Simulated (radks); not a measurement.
Results of a calculation; reference values are marked as such.
Spherical quantum dot in the effective-mass picture: electrons in a parabolic well V = omega^2 r^2 / 2 with omega = 2.86, all in effective atomic units (hartree* = m*/eps^2 hartree, bohr* = eps/m* bohr), one dielectric constant everywhere. Level of theory: non-relativistic Kohn-Sham, LDA (Slater exchange, Perdew-Wang correlation), spin-polarised, spherical densities (a radial shooting solver with Libxc functionals). Levels are named by radial order and angular momentum (1s, 1p, 1d, 2s, ...), and open shells are averaged over m. Results are scaled to m* = 0.074 and eps = 6.7, for which hartree* = 44.86 meV and bohr* = 4.791 nm.

N = 10, configuration 1s2 1p6 1d(up 2, down 0). This is the lowest configuration that the search found. Occupied and some empty levels:

level    occupation  eigenvalue (meV)  <r> (nm)
1s up             1            593.50     3.811
1s down           1            596.44     3.787
1p up             3            684.55     4.895
1p down           3            688.57     4.883
1d up             2            782.47     5.710
1d down           0            786.90     5.710
2s up             0            794.27     5.172
2s down           0            797.40     5.186
1f up             0            885.90     6.389
1f down           0            890.32     6.397
2p up             0            901.84     5.917
2p down           0            904.86     5.926

Energy (meV): total 4985.29, kinetic 1240.8, external 2081.8, Hartree 1992.4, exchange-correlation -329.69.

Electron density:

r (nm)  n(r) (e/nm^3)
0.204        0.008841
0.974        0.009695
1.74          0.01115
2.51          0.01227
3.28          0.01223
4.05          0.01074
4.82         0.008183
5.59         0.005348
6.36         0.002987
7.13         0.001408
7.90        0.0005602
8.67        0.0001893
9.44       0.00005363
10.2       0.00001296
